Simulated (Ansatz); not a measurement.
Relaxation of C$_{2}$H$_{5}$AsO (9 atoms, charge 0, multiplicity 1), to a largest force component of 0.02 eV/Å in at most 50 steps.

All numbers below come from RKS PBE0-D4/def2-SVP (Ansatz 0.2.0).

```xyz
9
Properties=species:S:1:pos:R:3:forces:R:3
C 0.692 1.693 0.029 2.69 3.12 0.67
C -0.108 0.676 -0.263 0.61 -3.98 -0.81
O -0.125 -0.424 0.569 0.42 0.73 -0.17
As -1.061 -1.911 0.203 -0.37 -0.53 -0.19
H -0.578 1.536 0.212 -1.94 2.99 2.17
H 0.636 2.614 -0.641 -0.28 -1.30 0.33
H -0.696 0.679 -1.148 -1.07 -1.15 -1.68
H -0.145 -2.349 -0.960 -0.03 -0.27 0.26
H -0.374 -2.768 1.309 -0.02 0.40 -0.56
```

Question: Where does it end, and by what steps?

Answer: It converged. The force dipped under the threshold on the way, but the program's further checks kept it going. After 34 steps the energy has fallen by 4.081 eV; H5 moved furthest, 1.57 Å. Parted: C2–H5.

```json
{"step": "0", "energy less start (eV)": "0.0000", "largest force component (eV/Å)": "3.984", "accepted": "yes"}
{"step": "2", "energy less start (eV)": "-0.7739", "largest force component (eV/Å)": "0.780", "accepted": "yes"}
{"step": "4", "energy less start (eV)": "-1.1787", "largest force component (eV/Å)": "2.198", "accepted": "yes"}
{"step": "6", "energy less start (eV)": "-2.5517", "largest force component (eV/Å)": "2.947", "accepted": "yes"}
{"step": "8", "energy less start (eV)": "-3.8680", "largest force component (eV/Å)": "1.328", "accepted": "yes"}
{"step": "10", "energy less start (eV)": "-4.0115", "largest force component (eV/Å)": "0.271", "accepted": "yes"}
{"step": "12", "energy less start (eV)": "-4.0239", "largest force component (eV/Å)": "0.039", "accepted": "yes"}
{"step": "14", "energy less start (eV)": "-4.0261", "largest force component (eV/Å)": "0.169", "accepted": "yes"}
{"step": "16", "energy less start (eV)": "-4.0348", "largest force component (eV/Å)": "0.137", "accepted": "yes"}
{"step": "18", "energy less start (eV)": "-4.0395", "largest force component (eV/Å)": "0.174", "accepted": "yes"}
{"step": "20", "energy less start (eV)": "-4.0581", "largest force component (eV/Å)": "0.075", "accepted": "yes"}
{"step": "22", "energy less start (eV)": "-4.0694", "largest force component (eV/Å)": "0.133", "accepted": "yes"}
{"step": "24", "energy less start (eV)": "-4.0770", "largest force component (eV/Å)": "0.316", "accepted": "yes"}
{"step": "26", "energy less start (eV)": "-4.0797", "largest force component (eV/Å)": "0.058", "accepted": "yes"}
{"step": "28", "energy less start (eV)": "-4.0804", "largest force component (eV/Å)": "0.028", "accepted": "yes"}
{"step": "30", "energy less start (eV)": "-4.0808", "largest force component (eV/Å)": "0.016", "accepted": "yes"}
{"step": "32", "energy less start (eV)": "-4.0809", "largest force component (eV/Å)": "0.024", "accepted": "yes"}
{"step": "34", "energy less start (eV)": "-4.0810", "largest force component (eV/Å)": "0.014", "accepted": "yes"}
```

```xyz
9
Properties=species:S:1:pos:R:3
C 0.184 1.831 -0.028
C -0.293 0.643 -0.402
O -0.069 -0.488 0.303
As -0.746 -2.049 -0.336
H 0.786 1.936 0.877
H -0.030 2.713 -0.631
H -0.901 0.535 -1.313
H 0.554 -2.837 -0.182
H -1.245 -2.539 1.021
```

Run time: 120 s on 2 threads of Intel(R) Xeon(R) Processor @ 2.70GHz (shared host), peak memory 0.23 GiB.
